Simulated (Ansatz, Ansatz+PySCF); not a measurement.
```xyz
3

H     0.0000    0.1659   -1.3181
S     0.0000   -0.7584   -0.1700
S     0.0000    0.5925    1.4881
```

Basis set: def2-SVP (spherical functions). Frozen core: 10 orbitals. Correlation on ROHF uses semicanonical orbitals with singles. Charge 0, multiplicity 2.

Computed with Ansatz (development build ahead of 0.2.0); each method stands on the lowest determinant of its kind that the runs found.

Give the atomization energy at this shape (free ground-state atoms in the same class of orbitals less the molecule, no zero-point energy) of doublet HS₂ by ROHF-CCSD(T), ROHF-MP2, ROHF, UHF.

```json
{"method": "ROHF-CCSD(T)", "atomization energy": "131.09 kcal/mol"}
{"method": "ROHF-MP2", "atomization energy": "126.92 kcal/mol"}
{"method": "ROHF", "atomization energy": "82.94 kcal/mol"}
{"method": "UHF", "atomization energy": "80.88 kcal/mol"}
```

Caution: the shape is not the minimum.
